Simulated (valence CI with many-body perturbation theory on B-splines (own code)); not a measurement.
**Ta LXVIII: calculated level list**

Level of theory: configuration interaction combined with many-body perturbation theory (CI+MBPT): four valence electrons over a frozen Dirac-Fock core [He], a basis of 11 s, 11 p, 9 d, 7 f, 5 g, 2 h, 1 i functions for each j, with the one-electron correlation potential Σ1 (screened to all orders), the two-electron term Σ2, the three-electron term Σ3, Breit, model QED; selected single and double excitations, second order for the rest (own B-spline code, finite nucleus).

The last digits are not significant, and no measured levels were compared; by estimate large intervals hold to a few tenths of a per cent, small ones and those within an open d or f shell to about a per cent. Among the levels kept, up to 270 cm⁻¹ of a level comes from second order outside the variational space, and about a tenth of that is noise between levels of different J, which matters for small intervals.

Levels 1 to 45 of 114, with energies above the lowest level, (2s^2 2p1/2^2) J=0. "Leading %" is the weight of the configuration and term that name the level; weights of strongly mixed levels are sums over their largest components and can fall short. In the jj column 3d3/2^4 stands for four electrons in 3d with j = 3/2. Lifetimes count E1, E2, E3, M1 and M2 decay at the calculated energies, and are blank where another channel may lead or the interval is too uncertain; long ones can be off by a factor of two.

| No. | Configuration | Term | J | E (× 10³ cm⁻¹) | Leading % | Lifetime | Second component | Leading jj |
| --- | --- | --- | --- | --- | --- | --- | --- | --- |
| 1 | 2s2 2p2 | 3P | 0 | 0.00 | 68 |  | 32 % 2s2 2p2 1S | 2s^2 2p1/2^2 (100 %) |
| 2 | 2s2 2p2 | 3P | 1 | 10687 | 100 | 69.8 ps |  | 2s^2 2p1/2 2p3/2 (100 %) |
| 3 | 2s2 2p2 | 1D | 2 | 10834 | 65 | 14.1 ns | 35 % 2s2 2p2 3P | 2s^2 2p1/2 2p3/2 (100 %) |
| 4 | 2s 2p3 | 3P° | 2 | 13070 | 48 | 31.2 ps | 26 % 2s 2p3 5S° | 2s 2p1/2^2 2p3/2 (100 %) |
| 5 | 2s 2p3 | 3D° | 1 | 13768 | 31 | 90.5 fs | 30 % 2s 2p3 1P° | 2s 2p1/2^2 2p3/2 (100 %) |
| 6 | 2s2 2p2 | 3P | 2 | 21708 | 65 | 16.3 ps | 34 % 2s2 2p2 1D | 2s^2 2p3/2^2 (99 %) |
| 7 | 2s2 2p2 | 1S | 0 | 22207 | 68 | 14.5 ps | 32 % 2s2 2p2 3P | 2s^2 2p3/2^2 (99 %) |
| 8 | 2s 2p3 | 5S° | 2 | 23529 | 50 | 392 fs | 46 % 2s 2p3 3D° | 2s 2p1/2 2p3/2^2 (100 %) |
| 9 | 2s 2p3 | 3D° | 3 | 23885 | 100 | 413 fs |  | 2s 2p1/2 2p3/2^2 (100 %) |
| 10 | 2s 2p3 | 3P° | 0 | 24381 | 100 | 115 fs |  | 2s 2p1/2 2p3/2^2 (100 %) |
| 11 | 2s 2p3 | 3S° | 1 | 24561 | 53 | 58.6 fs | 43 % 2s 2p3 3D° | 2s 2p1/2 2p3/2^2 (100 %) |
| 12 | 2s 2p3 | 1D° | 2 | 24636 | 74 | 60.0 fs | 21 % 2s 2p3 3D° | 2s 2p1/2 2p3/2^2 (100 %) |
| 13 | 2s 2p3 | 3P° | 1 | 24671 | 63 | 102 fs | 33 % 2s 2p3 1P° | 2s 2p1/2 2p3/2^2 (100 %) |
| 14 | 2p4 | 3P | 2 | 27158 | 67 | 62.7 fs | 32 % 2p4 1D | 2p1/2^2 2p3/2^2 (99 %) |
| 15 | 2p4 | 1S | 0 | 27679 | 64 | 56.3 fs | 35 % 2p4 3P | 2p1/2^2 2p3/2^2 (99 %) |
| 16 | 2s 2p3 | 3P° | 2 | 35035 | 51 | 121 fs | 19 % 2s 2p3 5S° | 2s 2p3/2^3 (100 %) |
| 17 | 2s 2p3 | 1P° | 1 | 35719 | 36 | 48.2 fs | 25 % 2s 2p3 3D° | 2s 2p3/2^3 (100 %) |
| 18 | 2p4 | 3P | 1 | 37971 | 100 | 39.8 fs |  | 2p1/2 2p3/2^3 (100 %) |
| 19 | 2p4 | 1D | 2 | 38120 | 68 | 41.2 fs | 32 % 2p4 3P | 2p1/2 2p3/2^3 (100 %) |
| 20 | 2p4 | 3P | 0 | 49217 | 65 | 30.0 fs | 35 % 2p4 1S | 2p3/2^4 (100 %) |
| 21 | 2s2 2p 3s | 3P° | 0 | 81290 | 100 | 4.66 fs |  | 2s^2 2p1/2 3s (100 %) |
| 22 | 2s2 2p 3s | 3P° | 1 | 81319 | 67 | 3.82 fs | 33 % 2s2 2p 3s 1P° | 2s^2 2p1/2 3s (100 %) |
| 23 | 2s2 2p 3p | 3D | 1 | 81992 | 74 | 307 fs | 22 % 2s2 2p 3p 1P | 2s^2 2p1/2 3p1/2 (100 %) |
| 24 | 2s2 2p 3p | 3P | 0 | 82374 | 67 | 159 fs | 32 % 2s2 2p 3p 1S | 2s^2 2p1/2 3p1/2 (99 %) |
| 25 | 2s 2p2 3s | 5P | 1 | 83463 | 41 | 4.69 fs | 31 % 2s 2p2 3s 3S | 2s 2p1/2^2 3s (99 %) |
| 26 | 2s 2p2 3s | 3P | 0 | 83771 | 68 | 5.03 fs | 31 % 2s 2p2 3s 1S | 2s 2p1/2^2 3s (99 %) |
| 27 | 2s 2p2 3p | 3P° | 1 | 84232 | 33 | 1.92 fs | 21 % 2s 2p2 3p 5D° | 2s 2p1/2^2 3p1/2 (99 %) |
| 28 | 2s 2p2 3p | 3P° | 0 | 84238 | 52 | 176 fs | 42 % 2s 2p2 3p 5D° | 2s 2p1/2^2 3p1/2 (99 %) |
| 29 | 2s2 2p 3p | 3D | 2 | 85332 | 52 | 202 fs | 32 % 2s2 2p 3p 1D | 2s^2 2p1/2 3p3/2 (100 %) |
| 30 | 2s2 2p 3p | 3P | 1 | 85341 | 48 | 225 fs | 30 % 2s2 2p 3p 3S | 2s^2 2p1/2 3p3/2 (99 %) |
| 31 | 2s2 2p 3d | 3F° | 2 | 85851 | 75 | 3.96 fs | 20 % 2s2 2p 3d 1D° | 2s^2 2p1/2 3d3/2 (100 %) |
| 32 | 2s2 2p 3d | 3D° | 1 | 86063 | 50 | 489 as | 32 % 2s2 2p 3d 1P° | 2s^2 2p1/2 3d3/2 (99 %) |
| 33 | 2s2 2p 3d | 3P° | 2 | 86800 | 47 | 688 as | 35 % 2s2 2p 3d 3D° | 2s^2 2p1/2 3d5/2 (98 %) |
| 34 | 2s2 2p 3d | 3F° | 3 | 86834 | 46 | 701 as | 32 % 2s2 2p 3d 1F° | 2s^2 2p1/2 3d5/2 (100 %) |
| 35 | 2s 2p2 3p | 3P° | 2 | 87529 | 36 | 29.1 fs | 19 % 2s 2p2 3p 5P° | 2s 2p1/2^2 3p3/2 (98 %) |
| 36 | 2s 2p2 3p | 3D° | 1 | 87571 | 31 | 1.96 fs | 21 % 2s 2p2 3p 1P° | 2s 2p1/2^2 3p3/2 (99 %) |
| 37 | 2s 2p2 3d | 3D | 1 | 88042 | 47 | 4.43 fs | 35 % 2s 2p2 3d 5F | 2s 2p1/2^2 3d3/2 (100 %) |
| 38 | 2s 2p2 3d | 3D | 2 | 88090 | 31 | 3.65 fs | 16 % 2s 2p2 3d 5F | 2s 2p1/2^2 3d3/2 (99 %) |
| 39 | 2s 2p2 3d | 3D | 3 | 88965 | 38 | 703 as | 17 % 2s 2p2 3d 5D | 2s 2p1/2^2 3d5/2 (100 %) |
| 40 | 2s 2p2 3d | 3F | 2 | 89107 | 27 | 721 as | 22 % 2s 2p2 3d 1D | 2s 2p1/2^2 3d5/2 (99 %) |
| 41 | 2s2 2p 3s | 3P° | 2 | 92344 | 98 | 5.94 fs |  | 2s^2 2p3/2 3s (98 %) |
| 42 | 2s2 2p 3s | 1P° | 1 | 92416 | 66 | 3.13 fs | 32 % 2s2 2p 3s 3P° | 2s^2 2p3/2 3s (98 %) |
| 43 | 2s2 2p 3p | 3P | 1 | 93192 | 50 | 130 fs | 27 % 2s2 2p 3p 3S | 2s^2 2p3/2 3p1/2 (97 %) |
| 44 | 2s2 2p 3p | 3D | 2 | 93207 | 47 | 154 fs | 33 % 2s2 2p 3p 1D | 2s^2 2p3/2 3p1/2 (97 %) |
| 45 | 2s 2p2 3s | 5P | 2 | 93888 | 84 | 7.01 fs | 8 % 2s 2p2 3s 3P | 2s 2p1/2 2p3/2 3s (99 %) |

The ionisation energy to 2s2 2p 2P°_1/2 of the next ion comes out as 17845 eV (NIST: 17840 ± 40 eV (theoretical)). All 114 levels together are meant to be complete up to 100110 × 10³ cm⁻¹.
